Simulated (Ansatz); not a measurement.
Species: C5H9 (charge 0, doublet). It need not be the lowest isomer of its formula. 
Coordinates optimised at B3LYP-D3(BJ)/def2-TZVP (Ansatz, a program for electronic structure):
```xyz
14

C      1.9518    -0.2624     0.4189
C      0.6132    -0.7812     0.0246
C     -0.5497    -0.0322    -0.1342
C     -0.5323     1.4620     0.0988
C     -1.7331    -0.6388    -0.5056
H      2.3068    -0.7427     1.3381
H      2.7034    -0.4844    -0.3475
H      1.9541     0.8139     0.5844
H      0.5418    -1.8492    -0.1559
H     -1.5194     1.8908    -0.0677
H      0.1687     1.9619    -0.5731
H     -0.2297     1.7024     1.1202
H     -2.6442    -0.0712    -0.6330
H     -1.7808    -1.7058    -0.6803
```
Charge 0, spin multiplicity 2.

Total electronic energies in hartree. Cores are frozen in the correlated levels unless marked. Open shells are spin-unrestricted. No spin-orbit coupling. Non-relativistic unless marked X2C. CBS marks a two-point X^-3 extrapolation of the correlation energy; Hartree-Fock from the larger set.

The UHF reference is spin-contaminated (<S^2> 0.20 over the pure value in the largest basis). 

```json
[
 {"level": "HF/STO-3G", "program": "Ansatz", "energy (Eh)": "-192.21906"},
 {"level": "HF/6-31G", "program": "Ansatz", "energy (Eh)": "-194.46960"},
 {"level": "HF/cc-pVTZ", "program": "Ansatz", "energy (Eh)": "-194.60951"},
 {"level": "HF/cc-pwCVTZ", "program": "Ansatz", "energy (Eh)": "-194.61088"},
 {"level": "HF/cc-pVQZ", "program": "Ansatz", "energy (Eh)": "-194.62183"},
 {"level": "BLYP-D4/def2-TZVPD", "program": "Ansatz + dftd4", "energy (Eh)": "-195.87426"},
 {"level": "r2SCAN/def2-TZVPD", "program": "Ansatz", "energy (Eh)": "-195.84046"},
 {"level": "B97M-V/def2-TZVPD", "program": "Ansatz", "energy (Eh)": "-195.96867"},
 {"level": "B3LYP-D3(BJ)/def2-TZVPD", "program": "Ansatz + dftd3", "energy (Eh)": "-195.99145"},
 {"level": "PBE0-D4/def2-TZVP", "program": "Ansatz + dftd4", "energy (Eh)": "-195.72401"},
 {"level": "PBE0/def2-TZVPD", "program": "Ansatz", "energy (Eh)": "-195.71656"},
 {"level": "r2SCANh-D4/def2-TZVPD", "program": "Ansatz + dftd4", "energy (Eh)": "-195.83639"},
 {"level": "B2GP-PLYP-D4/def2-TZVPD", "program": "Ansatz + dftd4", "energy (Eh)": "-195.72590"},
 {"level": "B2PLYP-D3(BJ)/def2-TZVPD", "program": "Ansatz + dftd3", "energy (Eh)": "-195.77196"},
 {"level": "RI-MP2/CBS(cc-pVTZ,cc-pVQZ)", "program": "Ansatz", "energy (Eh)": "-195.5188"},
 {"level": "SCS-MP2/cc-pVTZ", "program": "Ansatz", "energy (Eh)": "-195.42116"},
 {"level": "SCS-MP2/cc-pVQZ", "program": "Ansatz", "energy (Eh)": "-195.48937"},
 {"level": "CCSD/cc-pVTZ", "program": "Ansatz", "energy (Eh)": "-195.48072"},
 {"level": "CCSD/cc-pwCVTZ", "program": "Ansatz", "energy (Eh)": "-195.49060"},
 {"level": "CCSD(T)/6-31G*", "program": "Ansatz", "energy (Eh)": "-195.23880"},
 {"level": "CCSD(T)/cc-pVDZ", "program": "Ansatz", "energy (Eh)": "-195.31317"},
 {"level": "X2C-CCSD(T)/cc-pVTZ-DK", "program": "Ansatz", "energy (Eh)": "-195.59079"},
 {"level": "CCSD(T)/CBS(cc-pVTZ,cc-pVQZ)", "program": "Ansatz", "energy (Eh)": "-195.6071"}
]
```

Totals of different functionals don't rank their quality; only differences between species are comparable.
